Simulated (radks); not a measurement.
Problem. Radial electron density D(r) = 4 pi r^2 rho(r) of an atom or ion with 14 electrons. Calculated with a radial shooting solver on a logarithmic mesh with Libxc functionals: scalar-relativistic Kohn-Sham, r2SCAN, spin-polarised, spherical densities, finite nucleus; meta-GGA in the generalised Kohn-Sham scheme; Fermi nuclear charge, rms radius of each element as measured or else 0.836 A^(1/3) + 0.57 fm.

r (bohr)  D(r) (e/bohr)   spin D(r)
0.006428          1.170  0.00000540
0.008171          1.783   0.0000139
0.01039           2.675   0.0000352
0.01321           3.938   0.0000880
0.01679           5.659    0.000217
0.02134           7.885    0.000526
0.02713           10.57     0.00125
0.03449           13.48     0.00290
0.04384           16.18     0.00653
0.05574           18.01      0.0141
0.07085           18.31      0.0292
0.09007           16.86      0.0569
0.1145            14.34       0.103
0.1444            12.33       0.166
0.1836            12.28       0.243
0.2334            14.51       0.303
0.2967            17.15       0.296
0.3771            17.34       0.195
0.4794            13.87      0.0455
0.6095            8.449    -0.00795
0.7748            4.228       0.202
0.985             2.760       0.693
1.252             2.917        1.21
1.592             2.764        1.33
2.024             1.792       0.959
2.572            0.7354       0.438
3.27             0.1775       0.118
4.157           0.02299      0.0171
5.285          0.001432     0.00118

What is the nuclear charge?

Solution. Z = 16. The innermost maximum, from 1s, lies near gamma/Z bohr with gamma = sqrt(1 - (Z/c)^2) = 0.993, here 0.0621 bohr (found: 0.0654), and its height grows with Z. The density is that of the sulfur ion S2+ in [Ne] 3s(up 1, down 1) 3p2; the configuration itself is not fixed sharply by these data, and Z only to about a unit. D(r) has 3 maxima, at r = 0.0654, 0.340, 1.37 bohr, and minima at 0.164, 1.03 bohr, inside which lie 2.18, 10.38 electrons.
